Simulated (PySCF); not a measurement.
Spinor energies of Cr⁺ (chromium, charge +1)

Start: [Ar] 3d4 4p1; 3d5/2 filled at m_j = -1/2, +1/2, +3/2, +5/2; 4p3/2 filled at m_j = +3/2. Calculated with PySCF 2.14 in x2c-TZVPall-2c with one added diffuse shell each of s, p, d type (7s8p5d1f, 63 functions): generalised Hartree-Fock with the X2C-1e Hamiltonian and a Gaussian nucleus; one run each with spin-orbit coupling (SO) switched off, then screened by Boettger's factors. This is a chosen level, not necessarily the ground level.

```tsv
spinor shell	electrons	ε, spin-free (eV)	ε, screened SO (eV)	weight of nominal j (screened SO)	rms radius, screened SO (bohr)
1s1/2	2	-6056.4	-6056.4	1.000	0.0734
2s1/2	2	-737.84	-737.85	1.000	0.316
2p1/2	2	-619.09	-625.04	0.986	0.285
2p3/2	4	-619.09	-616.21	0.993	0.288
3s1/2	2	-105.63	-105.65	1.000	0.965
3p3/2	4	-70.571	-70.898	0.833	1.04
3p1/2	2	-70.571	-69.987	0.665	1.04
3d5/2	4	-24.461	-24.469	0.692	1.37
4p3/2	1	-10.244	-10.225	1.000	3.95
```

| quantity | spin-free | screened SO |
| --- | --- | --- |
| E (hartree) | -1049.23581 | -1049.24559 |
| M_J | 11/2 | 11/2 |
| ⟨J²⟩ | 35.755 | 35.755 |
| ⟨L²⟩ | 12.005 | 12.008 |
| ⟨S²⟩ | 8.750 | 8.749 |

Each row is a mean over spinors that exchange with the open shell spreads, by up to 12.844 eV (3p3/2).

Rows whose weight is well below 1 are mixtures of j = l ± 1/2: exchange outweighs spin-orbit coupling there, and the label is only the starting occupation.

Without spin-orbit coupling the j labels of p, d and f shells carry no meaning; the spin-free column gives the mean over the occupied spinors of each nl shell.
